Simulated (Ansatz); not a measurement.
Reaction (redistribution): `F[SiH2]S[SiH](F)F` + `CC1=CC(C(F)(F)F)=[O+][Ti-]([Cl])([Cl])([Cl])[O]1` → `F[SiH](F)S[SiH2]Cl` + `CC1=CC(C(F)(F)F)=[O+][Ti-]([F])([Cl])([Cl])[O]1`

Computed with Ansatz on PBE0-D4/def2-TZVP structures; ΔE is electronic, products minus reactants. CCSD(T)/CBS adds triple-zeta CCSD(T) − MP2 to the extrapolated MP2 energy (def2 sets, frozen cores). DFT in def2-TZVPP. HSE06 is defined as in plane-wave codes. For Ti outer-core shells are correlated without core-valence functions, which leaves a few kJ/mol of doubt a bond. Scalar relativity is left out up to krypton. Each species was taken in one conformer, which may not be the lowest.

`F[SiH2]S[SiH](F)F`:

Cartesian coordinates in Å:
```
F 2.342 -0.869 -0.451
Si 0.834 -1.004 -0.942
S -0.480 -1.168 0.733
Si -0.907 0.877 1.007
F -1.856 1.420 -0.139
F 0.417 1.743 0.922
H 0.500 0.188 -1.747
H 0.711 -2.271 -1.690
H -1.560 1.084 2.307
```

`CC1=CC(C(F)(F)F)=[O+][Ti-]([Cl])([Cl])([Cl])[O]1`:

```xyz
18

C     1.555   -1.786    1.401
C     0.619   -0.881    0.684
C     1.069    0.196   -0.065
C     0.147    1.004   -0.720
C     0.628    2.193   -1.563
F     0.273    2.020   -2.832
F     0.080    3.318   -1.119
F     1.954    2.329   -1.517
O    -1.094    0.860   -0.702
Ti   -2.331   -0.500    0.217
Cl   -3.281    1.201    1.209
Cl   -3.323   -2.123    1.347
Cl   -3.105   -0.979   -1.772
O    -0.624   -1.168    0.806
H     1.305   -1.788    2.464
H     1.410   -2.807    1.039
H     2.594   -1.492    1.266
H     2.124    0.403   -0.141
```

`F[SiH](F)S[SiH2]Cl`:

Z-matrix (Å, degrees):
```
Si
F 1 1.584
S 1 2.106 2 111.2
F 1 1.584 2 105.8 3 -120.4
H 1 1.470 2 109.0 3 121.3
Si 3 2.140 1 98.7 2 -70.8
Cl 6 2.043 3 111.5 1 -91.4
H 6 1.476 3 106.0 1 151.0
H 6 1.477 3 110.1 1 29.0
```

`CC1=CC(C(F)(F)F)=[O+][Ti-]([F])([Cl])([Cl])[O]1`:

Z-matrix (Å, degrees):
```
Ti
O 1 2.072
F 1 1.743 2 84.0
Cl 1 2.189 2 88.4 3 116.1
C 1 3.005 2 64.4 3 -129.4
C 1 3.046 2 17.7 3 -133.7
Cl 1 2.215 2 169.7 3 -97.2
O 1 1.918 2 80.7 3 -127.4
C 5 1.486 1 140.1 2 178.5
C 5 1.382 1 97.8 2 -3.5
C 6 1.539 1 146.7 2 -6.6
H 9 1.093 5 109.0 1 -60.6
H 9 1.093 5 109.0 1 55.7
H 9 1.088 5 112.1 1 177.6
H 10 1.079 5 120.3 1 -178.2
F 11 1.336 6 109.8 1 -116.5
F 11 1.336 6 109.9 1 125.1
F 11 1.318 6 111.9 1 4.2
```

CCSD(T)/CBS gives +0.29 eV.

(1) Another level gave +0.18 eV. Which?
A. ωB97X-V/def2-TZVPP
B. r2SCANh-D4/def2-TZVPP
C. BHLYP-D4/def2-TZVPP
D. HSE06/def2-TZVPP

Largest T1 diagnostic among the species: 0.022, so the coupled-cluster value is less sure than usual.

Answers

(1) B. r2SCANh-D4 0.18, BHLYP-D4 0.23, HSE06 0.14, ωB97X-V 0.10 eV.

From BLYP to BHLYP (50 % exact exchange), in def2-TZVPP and without D4, ΔE moves by +0.05 eV. In def2-TZVPP, CCSD(T) changes the Hartree–Fock value by +0.07 eV (the triples alone add +0.06 eV) and MP2 by +0.16 eV. At CCSD(T), def2-SVP lies −0.19 eV from the extrapolated value and def2-TZVPP −0.03 eV.
